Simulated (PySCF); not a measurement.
**Field gradients at the hydrogen positions**

Species: C₉H₁₆.
Atom-mapped SMILES: `[CH3:1][CH2:2][CH2:3][C@@:4]12[CH2:5][CH2:6][CH2:7][C@@H:8]1[CH2:9]2` (hydrogens: H10, H11, H12 on C1; H13, H14 on C2; H15, H16 on C3; H17, H18 on C5; H19, H20 on C6; H21, H22 on C7; H23 on C8; H24, H25 on C9)

Cartesian coordinates in Å at the GFN2-xTB level; atoms count from 1:
```
atom  x, y, z in Å
C1     2.7771    0.2737    0.7755
C2     2.2620   -0.2083   -0.5744
C3     0.9861   -1.0460   -0.4511
C4    -0.1947   -0.2707    0.0840
C5    -0.6696    0.9352   -0.7098
C6    -2.1289    1.1571   -0.2868
C7    -2.6479   -0.2160    0.1610
C8    -1.4165   -0.9569    0.6308
C9    -0.4855   -0.2289    1.5573
H10    3.6937    0.8456    0.6497
H11    2.0402    0.9054    1.2630
H12    2.9872   -0.5728    1.4257
H13    3.0315   -0.8159   -1.0569
H14    2.0691    0.6511   -1.2191
H15    0.7283   -1.4414   -1.4391
H16    1.1801   -1.8973    0.2060
H17   -0.6107    0.7027   -1.7757
H18   -0.0629    1.8224   -0.5233
H19   -2.7264    1.5698   -1.0988
H20   -2.1741    1.8626    0.5431
H21   -3.0881   -0.7535   -0.6818
H22   -3.4078   -0.1264    0.9390
H23   -1.4778   -2.0340    0.6984
H24    0.1342   -0.8298    2.2067
H25   -0.8095    0.6965    2.0069
```

Level: PBE0/pcSseg-1 (PySCF, non-relativistic); Q(2H) = 0.00286 b; rigid geometry, the same for H and D, with no vibrational averaging.

Question: Rank these positions by the coupling χzz of a deuteron there, largest first.
A. H10 (methyl hydrogen)
B. H25 (methylene hydrogen)
C. H14 (methylene hydrogen)

Answer: B (225 kHz), A (213 kHz), C (205 kHz).

Give the electric field gradient Vzz (the principal value of largest size), its asymmetry and the 2H coupling at each hydrogen.

```json
{"atom": "H10", "bonded to": "C1", "bond length (Å)": "1.088", "Vzz (au)": "0.3169", "η": "0.01", "χzz (kHz)": "213"}
{"atom": "H11", "bonded to": "C1", "bond length (Å)": "1.086", "Vzz (au)": "0.3168", "η": "0.02", "χzz (kHz)": "213"}
{"atom": "H12", "bonded to": "C1", "bond length (Å)": "1.088", "Vzz (au)": "0.3160", "η": "0.02", "χzz (kHz)": "212"}
{"atom": "H13", "bonded to": "C2", "bond length (Å)": "1.093", "Vzz (au)": "0.3041", "η": "0.02", "χzz (kHz)": "204"}
{"atom": "H14", "bonded to": "C2", "bond length (Å)": "1.092", "Vzz (au)": "0.3053", "η": "0.02", "χzz (kHz)": "205"}
{"atom": "H15", "bonded to": "C3", "bond length (Å)": "1.095", "Vzz (au)": "0.3004", "η": "0.01", "χzz (kHz)": "202"}
{"atom": "H16", "bonded to": "C3", "bond length (Å)": "1.093", "Vzz (au)": "0.3030", "η": "0.02", "χzz (kHz)": "204"}
{"atom": "H17", "bonded to": "C5", "bond length (Å)": "1.093", "Vzz (au)": "0.3044", "η": "0.02", "χzz (kHz)": "205"}
{"atom": "H18", "bonded to": "C5", "bond length (Å)": "1.091", "Vzz (au)": "0.3092", "η": "0.01", "χzz (kHz)": "208"}
{"atom": "H19", "bonded to": "C6", "bond length (Å)": "1.089", "Vzz (au)": "0.3119", "η": "0.01", "χzz (kHz)": "210"}
{"atom": "H20", "bonded to": "C6", "bond length (Å)": "1.090", "Vzz (au)": "0.3083", "η": "0.01", "χzz (kHz)": "207"}
{"atom": "H21", "bonded to": "C7", "bond length (Å)": "1.092", "Vzz (au)": "0.3054", "η": "0.01", "χzz (kHz)": "205"}
{"atom": "H22", "bonded to": "C7", "bond length (Å)": "1.091", "Vzz (au)": "0.3083", "η": "0.01", "χzz (kHz)": "207"}
{"atom": "H23", "bonded to": "C8", "bond length (Å)": "1.081", "Vzz (au)": "0.3300", "η": "0.08", "χzz (kHz)": "222"}
{"atom": "H24", "bonded to": "C9", "bond length (Å)": "1.080", "Vzz (au)": "0.3320", "η": "0.07", "χzz (kHz)": "223"}
{"atom": "H25", "bonded to": "C9", "bond length (Å)": "1.079", "Vzz (au)": "0.3350", "η": "0.08", "χzz (kHz)": "225"}
```

How does χzz go with the bond length over the 16 C–H bonds?

A straight-line fit has a slope of -14.8 kHz for each 0.01 Å, with a correlation coefficient of -1.00, over lengths from 1.079 to 1.095 Å. The longer bonds have the smaller couplings here.

Isolated species at its GFN2-xTB geometry (one conformer only). GFN2-xTB bond lengths can be off by several hundredths of an ångström, more for odd bonds, and the gradients follow them. With so small a basis the couplings can be 20 % off.
